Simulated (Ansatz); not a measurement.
A set of 12 reactions (hydrogen abstraction), with CCSD(T)/CBS values in kJ/mol:

```csv
reaction,ΔE
`CO[SiH3]` + Cl• → `CO[SiH2]`• + HCl,-39.7
`[OH][GaH2]` + `[SiH3]`• → `[O][GaH2]`• + SiH₄,111.6
`ClCI` + Cl• → `Cl[CH]I`• + HCl,-14.0
`ClCI` + `[CH3]`• → `Cl[CH]I`• + CH₄,-35.8
`BNB` + `[OH]`• → `B[N]B`• + H₂O,-60.7
`BO` + Cl• → `[BH]O`• + HCl,9.9
`ClCBr` + Cl• → `Cl[CH]Br`• + HCl,-13.0
`OBS` + H• → `O[B]S`• + H₂,1.2
`[OH][In]([Cl])[Cl]` + F• → `[O][In]([Cl])[Cl]`• + H–F,-65.9
`[InH3]` + H• → `[InH2]`• + H₂,-139.0
`BO` + `[OH]`• → `[BH]O`• + H₂O,-67.8
`CB[SiH3]` + F• → `C[B][SiH3]`• + H–F,-155.7
```

Isolated molecules relaxed with PBE0-D4/def2-TZVP in Ansatz; ΔE leaves out vibrations. CBS: MP2 limit from def2 TZ/QZ plus the TZ coupled-cluster correction, frozen cores. Small cases extrapolate CCSD(T) itself. DFT in def2-TZVPP. B3LYP here is the variant with VWN-RPA as its local correlation; programs differ in this. No spin–orbit coupling; open shells (•) take unrestricted orbitals. Spin–orbit coupling would lower the free atoms: a little for Cl, F. def2 core potentials past Kr. For Br, Ga, I, In outer-core shells are correlated without core-valence functions, so the limit isn't a true one: a few kJ/mol of doubt a bond, and 10 to 20 or more in all where bonds break to atoms. Scalar relativity is left out up to krypton. Each species was taken in one conformer, which may not be the lowest.

Q: Give the mean, mean absolute and largest difference (level minus CCSD(T)/CBS, kJ/mol) for: PBE-D4, PBE0-D4, B3LYP-D4, ωB97X-V, ωB97M-V, B2PLYP, PBE0, SCS-MP2/def2-TZVPP, CCSD(T)/def2-TZVPP, HF/def2-QZVPP, SCS-MP2/def2-QZVPP, HF/CBS(def2), MP2/CBS(def2), CCSD/CBS(def2). (Best estimate.)

A: Computed: 
```json
{"level": "PBE-D4", "mean": "-16.2", "mean absolute": "16.2", "largest": "-36.6"}
{"level": "PBE0-D4", "mean": "-4.9", "mean absolute": "7.2", "largest": "-13.7"}
{"level": "B3LYP-D4", "mean": "-4.8", "mean absolute": "8.9", "largest": "-16.8"}
{"level": "ωB97X-V", "mean": "1.9", "mean absolute": "7.7", "largest": "-18.2"}
{"level": "ωB97M-V", "mean": "1.1", "mean absolute": "5.6", "largest": "15.0"}
{"level": "B2PLYP", "mean": "-0.4", "mean absolute": "4.1", "largest": "9.0"}
{"level": "PBE0", "mean": "-5.4", "mean absolute": "7.3", "largest": "-13.9"}
{"level": "SCS-MP2/def2-TZVPP", "mean": "9.8", "mean absolute": "9.8", "largest": "18.9"}
{"level": "CCSD(T)/def2-TZVPP", "mean": "4.1", "mean absolute": "5.3", "largest": "13.3"}
{"level": "HF/def2-QZVPP", "mean": "29.4", "mean absolute": "41.2", "largest": "98.0"}
{"level": "SCS-MP2/def2-QZVPP", "mean": "7.3", "mean absolute": "7.8", "largest": "14.4"}
{"level": "HF/CBS(def2)", "mean": "29.3", "mean absolute": "41.0", "largest": "97.8"}
{"level": "MP2/CBS(def2)", "mean": "0.0", "mean absolute": "11.9", "largest": "33.3"}
{"level": "CCSD/CBS(def2)", "mean": "2.7", "mean absolute": "4.0", "largest": "7.1"}
```

The largest T1 diagnostic in the set is 0.024, for `B[N]B`• (customary mark 0.045).

CCSD(T)/CBS is a level of theory with its own doubt, and the functionals carry their triple-zeta basis error, so these figures describe this set and don't rank the functionals.
